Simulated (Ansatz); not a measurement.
Cost and result up the ladder for TiCl₄ (5 atoms). Total charge 0; singlet. Geometry: PBE-D4/def2-SVP.

```xyz
5

Ti    0.000    0.000    0.000
Cl   -1.111   -1.867   -0.047
Cl   -1.270    1.616   -0.705
Cl    1.745   -0.163   -1.284
Cl    0.635    0.414    2.036
```

Ansatz on 2 threads of Intel Xeon 6975P-C on a shared host. Times are rough, and most runs start from the orbitals of an earlier one. ωB97M-V/def2-TZVP serves as the yardstick here, not as an exact answer. Differences are given only for rows in sets of like size (and for xTB, whose basis is part of the method), since another set adds its own error. Binding counts from free atoms at the same level (Ti triplet, Cl doublet; other spins of the atoms weren't run), without zero-point energy or a counterpoise term.

The 6-31G sets use Cartesian d functions. B3LYP takes the VWN-RPA correlation. HSE06 is defined as in plane-wave codes, on full-range PBE exchange. Correlated methods freeze 25 core orbitals; core or outer-core shells of Ti are correlated, in sets that lack core-valence functions.

Correlated methods converge slowly with the basis.

```
                 level  functions  wall time  binding energy per atom (eV)  difference from ωB97M-V/def2-TZVP (eV)
              HF/6-31G         81      1.1 s                          1.82                                       –
       PBE-D4/def2-SVP        103      1.1 s                          3.96                                       –
    B3LYP-D4/def2-TZVP        193      3.7 s                          3.56                                    0.05
    HSE06-D4/def2-TZVP        193      4.1 s                          3.62                                    0.11
    BHLYP-D4/def2-TZVP        193      4.2 s                          3.22                                   -0.30
CAM-B3LYP-D4/def2-TZVP        193      4.6 s                          3.48                                   -0.04
     PBE0-D4/def2-TZVP        193        6 s                          3.62                                    0.11
      B2PLYP/def2-TZVP        193        7 s                          3.57                                    0.05
    PBE-QIDH/def2-TZVP        193        7 s                          3.56                                    0.05
      B97M-V/def2-TZVP        193        8 s                          3.78                                    0.26
     ωB97M-V/def2-TZVP        193      9.5 s                          3.51                                    0.00
     ωB97X-V/def2-TZVP        193       10 s                          3.54                                    0.03
    PBE0-D4/def2-QZVPP        373       17 s                          3.63                                       –
     CCSD(T)/def2-TZVP        193       27 s                          3.48                                   -0.04
```
